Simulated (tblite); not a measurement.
C7H15NO.
Cartesian coordinates in Å at the GFN2-xTB level; atoms count from 1:
```
atom  x, y, z in Å
C1     3.654    0.057   -0.396
O2     2.312    0.449   -0.304
C3     1.511   -0.474    0.398
C4     0.067    0.022    0.389
C5    -0.497    0.042   -1.034
C6    -1.953    0.500   -1.021
C7    -2.763   -0.389   -0.071
N8    -2.219   -0.428    1.275
C9    -0.832   -0.853    1.277
H10    3.754   -0.902   -0.922
H11    4.113   -0.039    0.596
H12    4.168    0.833   -0.960
H13    1.575   -1.467   -0.075
H14    1.871   -0.575    1.436
H15    0.069    1.045    0.781
H16   -0.440   -0.966   -1.454
H17    0.111    0.702   -1.654
H18   -2.008    1.538   -0.683
H19   -2.375    0.450   -2.026
H20   -2.769   -1.417   -0.449
H21   -3.798   -0.044   -0.009
H22   -2.284    0.499    1.688
H23   -0.804   -1.885    0.915
H24   -0.474   -0.844    2.310
```

Computed with GFN2-xTB (tblite): harmonic, unscaled wavenumbers at the GFN2-xTB geometry, gas phase. The method is semi-empirical: single wavenumbers can be off by several per cent or more. One conformer, not necessarily the lowest.

Harmonic wavenumbers (cm⁻¹): 64.9, 84.1, 108.8, 183.2, 228.8, 242.6, 310.6, 333.7, 362.4, 440.7, 454.3, 494.9, 603.3, 823.7, 840.9, 900.9, 909.5, 925.9, 970.2, 973.6, 986.8, 1010.7, 1076.4, 1094.8, 1103.7, 1117.4, 1127.9, 1135.5, 1152.8, 1171.9, 1179.5, 1200.6, 1222.1, 1255.2, 1264.5, 1284.9, 1304.9, 1313.9, 1332.4, 1340.9, 1355.8, 1362.0, 1407.7, 1413.4, 1469.9, 1476.4, 1481.0, 1486.9, 1491.1, 1496.7, 1498.7, 2822.3, 2860.6, 2886.7, 2911.9, 2930.9, 2944.3, 2947.6, 2958.7, 2961.9, 2968.7, 2971.5, 2984.1, 2995.9, 3027.0, 3346.6.

A = 3929, B = 828.9, C = 724.4 MHz; mass 129.115 u (most abundant isotopes); point group C1, symmetry number 1.

**Question.** What is the zero-point energy?

**Answer.** Half the sum of the wavenumbers: 47196 cm⁻¹ = 134.94 kcal/mol.

**Question.** What is S at 273.15 K and 1 bar for an ideal gas of classical rigid rotors and harmonic oscillators?

**Answer.** Translation 40.07, rotation 29.04, vibration 23.39: S = 92.5 cal/(mol K).

**Question.** And Cp and H(273.15 K) − H(0)?

**Answer.** Cp = 35.00 cal/(mol K), of which vibrations give 27.05 (their classical limit is 66 R = 131.2); H(273.15 K) − H(0) = 5.71 kcal/mol without the zero-point energy, 3.54 from vibrations.

**Question.** Which modes carry the vibrational entropy at 273.15 K?

**Answer.** 64.9 cm⁻¹: 4.13; 84.1 cm⁻¹: 3.62; 108.8 cm⁻¹: 3.12; 183.2 cm⁻¹: 2.13; 228.8 cm⁻¹: 1.73; 242.6 cm⁻¹: 1.63 cal/(mol K); the other 60 give 7.02 together.

**Question.** What must be added to the electronic energy to get the Gibbs energy at 273.15 K and 1 bar?

**Answer.** ZPE + [H(273.15 K) − H(0)] − T·S = 134.94 + 5.71 − 25.27 = 115.38 kcal/mol.

**Question.** How do the functions run with temperature in this model?

**Answer.** 
| T (K) | S (cal/(mol K)) | Cp (cal/(mol K)) | H − H(0) (kcal/mol) | G − H(0) (kcal/mol) | ln q(vib) |
| --- | --- | --- | --- | --- | --- |
| 100 | 67.8 | 17.5 | 1.22 | -5.57 | 1.26 |
| 200 | 82.9 | 27.0 | 3.45 | -13.14 | 3.53 |
| 300 | 95.9 | 38.3 | 6.69 | -22.09 | 5.90 |
| 500 | 121.4 | 63.0 | 16.88 | -43.83 | 10.91 |
| 800 | 157.1 | 88.7 | 39.96 | -85.72 | 18.84 |
| 1000 | 178.2 | 100.0 | 58.89 | -119.28 | 24.06 |

q(vib) and H(0) count from the zero-point level.

**Question.** Blend soft modes into free rotors: weight 1/[1 + (100 cm⁻¹/ν̃)⁴] for the oscillator and the rest for a rotor with moment μB/(μ + B), μ = h/(8π²ν), B = 10⁻⁴⁴ kg m². What vibrational entropy results?

**Answer.** 22.00 cal/(mol K) in place of 23.39, which changes −T·S at 273.15 K by +0.38 kcal/mol.

Hindered rotation and anharmonicity are outside this model. Other conformers, if any are populated, would add a mixing term that is left out. The structure is chiral; the term R ln 2 for an equal mix with its mirror image is left out.

Time: 1.0 s of wall time. Hardware: one thread, Arm Neoverse V1 (aarch64), shared host with 32 logical CPUs at a one-minute load of 28. The figure is for the frequency step alone.
